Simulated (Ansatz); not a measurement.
Reaction (cleavage of the Si–Si bond): `O[Si]([SiH3])(Cl)Br` + `O=C[SiH](O)Cl` → `O=C[SiH](Cl)O[SiH3]` + `O[SiH](Cl)Br`

Computed with Ansatz on PBE0-D4/def2-TZVP structures; ΔE is electronic, products minus reactants. CCSD(T)/CBS adds triple-zeta CCSD(T) − MP2 to the extrapolated MP2 energy (def2 sets, frozen cores). Functionals use def2-TZVPP. B3LYP here is the variant with VWN-RPA as its local correlation; programs differ in this. HSE06 is defined as in plane-wave codes. For Br outer-core shells are correlated without core-valence functions, which leaves a few kJ/mol of doubt a bond. Scalar relativity is left out up to krypton. Each species was taken in one conformer, which may not be the lowest.

| level | ΔE (kJ/mol) | difference from CCSD(T)/CBS |
| --- | --- | --- |
| LDA (SPW92) | -74.2 | 28.2 |
| PBE-D4 | -73.1 | 29.3 |
| revPBE-D4 | -74.4 | 28.0 |
| BLYP-D4 | -93.3 | 9.1 |
| r2SCAN-D4 | -94.5 | 7.9 |
| B97M-V | -97.4 | 5.0 |
| PBE0-D4 | -83.3 | 19.1 |
| B3LYP-D4 | -100.3 | 2.1 |
| HSE06-D4 | -82.9 | 19.5 |
| BHLYP-D4 | -112.5 | -10.1 |
| ωB97X-V | -99.5 | 2.9 |
| ωB97M-V | -103.6 | -1.2 |
| B2PLYP | -105.9 | -3.5 |
| PBE-QIDH | -97.9 | 4.5 |
| PBE | -73.4 | 29.0 |
| revPBE | -72.5 | 29.9 |
| BLYP | -93.7 | 8.7 |
| r2SCAN | -94.4 | 8.0 |
| PBE0 | -83.6 | 18.8 |
| B3LYP | -101.0 | 1.4 |
| r2SCANh | -96.2 | 6.2 |
| r2SCAN0 | -98.8 | 3.6 |
| HSE06 | -83.3 | 19.1 |
| BHLYP | -114.4 | -12.0 |
| CAM-B3LYP | -108.0 | -5.6 |
| LC-ωPBE | -93.1 | 9.3 |
| HF/def2-SVP | -123.9 | -21.5 |
| MP2/def2-SVP | -106.6 | -4.2 |
| CCSD/def2-SVP | -105.0 | -2.6 |
| CCSD(T)/def2-SVP | -101.9 | 0.5 |
| MP2/def2-TZVPP | -109.4 | -7.0 |
| SCS-MP2/def2-TZVPP | -115.1 | -12.7 |
| CCSD/def2-TZVPP | -108.1 | -5.7 |
| CCSD(T)/def2-TZVPP | -103.8 | -1.4 |
| HF/def2-QZVPP | -133.9 | -31.5 |
| MP2/def2-QZVPP | -109.6 | -7.2 |
| SCS-MP2/def2-QZVPP | -115.2 | -12.8 |
| HF/CBS(def2) | -134.3 | -31.9 |
| MP2/CBS(def2) | -108.0 | -5.6 |
| CCSD/CBS(def2) | -106.7 | -4.3 |
| CCSD(T)/CBS | -102.4 | 0 |

Largest T1 diagnostic among the species: 0.014.

From BLYP to BHLYP (50 % exact exchange), in def2-TZVPP and without D4, ΔE moves by −20.7 kJ/mol. Leaving LDA and LC-ωPBE aside and taking each functional with its dispersion term where it has one, the values spread over 39.5 kJ/mol, from BHLYP-D4 to PBE-D4.
